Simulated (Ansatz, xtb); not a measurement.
## C5H7NSi: which of two isomers lies lower

We compare I, `C=C/C=C(/[SiH3])C#N`, a singlet, with II, `C=C/C([SiH3])=C/C#N`, a singlet. Both are isolated molecules in the gas phase, relaxed with B3LYP/def2-SVP; the shapes shown needn't be the lowest conformers.

I (Å):

```xyz
14

C    -1.4341   -0.7621    2.1172
C    -0.6544   -1.1379    1.0874
C    -0.0942   -0.1956    0.1350
C     0.7012   -0.5055   -0.9291
C     1.0636   -1.8628   -1.2014
N     1.3882   -2.9477   -1.4689
Si    1.3703    0.8224   -2.1026
H    -1.6869    0.2891    2.2889
H    -1.8426   -1.4926    2.8196
H    -0.4174   -2.1971    0.9401
H    -0.3420    0.8595    0.2990
H     0.8938    0.5698   -3.4915
H     0.8661    2.1387   -1.6194
H     2.8601    0.8110   -2.0971
```

II (Å):

| atom | x (Å) | y (Å) | z (Å) |
| --- | --- | --- | --- |
| C | -1.4779 | 0.3254 | 1.2410 |
| C | -0.3921 | 0.6966 | 0.5413 |
| C | 0.4182 | -0.1706 | -0.3200 |
| C | 1.4863 | 0.3916 | -0.9522 |
| C | 2.3973 | -0.2724 | -1.8283 |
| N | 3.1669 | -0.7649 | -2.5475 |
| Si | -0.0361 | -2.0114 | -0.5213 |
| H | -2.0211 | 1.0438 | 1.8597 |
| H | -1.8672 | -0.6968 | 1.2273 |
| H | -0.0634 | 1.7421 | 0.6060 |
| H | -1.4214 | -2.1159 | -1.0619 |
| H | 0.0021 | -2.6717 | 0.8147 |
| H | 0.9243 | -2.6651 | -1.4436 |
| H | 1.7049 | 1.4568 | -0.8013 |

Which of the two would you expect CCSD(T)/def2-SVP + ΔMP2/def2-TZVPP electronic energies to favour?

Structure I; the calculation gives E(II) − E(I) = +3.6 kcal/mol.

The same difference at several levels:

| level | geometry | E(II) − E(I) (kcal/mol) | departure from the last row (kcal/mol) | job, with rough time for the two |
| --- | --- | --- | --- | --- |
| GFN2-xTB | GFN2-xTB | +2.9 | −0.6 | optimisation, 0.32 s |
| HF/STO-3G | GFN2-xTB | +3.2 | −0.3 | single point, 0.6 s |
| r2SCAN-D4/def2-SVP | GFN2-xTB | +3.5 | −0.1 | single point, 5.1 s |
| B3LYP/def2-SVP | B3LYP/def2-SVP | +4.3 | +0.8 | optimisation, 45 s |
| HF/def2-SVP | B3LYP/def2-SVP | +5.6 | +2.1 | part of the CCSD(T) run |
| MP2/def2-SVP | B3LYP/def2-SVP | +3.9 | +0.4 | part of the CCSD(T) run |
| CCSD(T)/def2-SVP | B3LYP/def2-SVP | +3.7 | +0.2 | single point |
| CCSD(T)/def2-SVP + ΔMP2/def2-TZVPP | B3LYP/def2-SVP | +3.6 |  | single point, 77 s |

As drawn, both hold the same kinds of bond in the same numbers.

None of the levels shown reverses the order. The largest departure from CCSD(T)/def2-SVP + ΔMP2/def2-TZVPP is that of HF/def2-SVP, 2.1 kcal/mol. The last row adds to CCSD(T) the change of the MP2 difference between the two basis sets, here −0.2 kcal/mol.

With thermal terms from frequencies at re-optimised GFN2-xTB minima (ideal gas, soft modes damped towards free rotors, one conformer each, 298.15 K, 1 atm): the zero-point term adds −0.1 kcal/mol; ΔH is +3.3 and ΔG +3.8 kcal/mol.

The correlated steps freeze 11 core orbitals. Codes used: Ansatz 0.2.0, xtb 6.7.1; the last row on 2 threads of Intel(R) Xeon(R) Platinum 8488C (Sapphire Rapids) on a shared host.
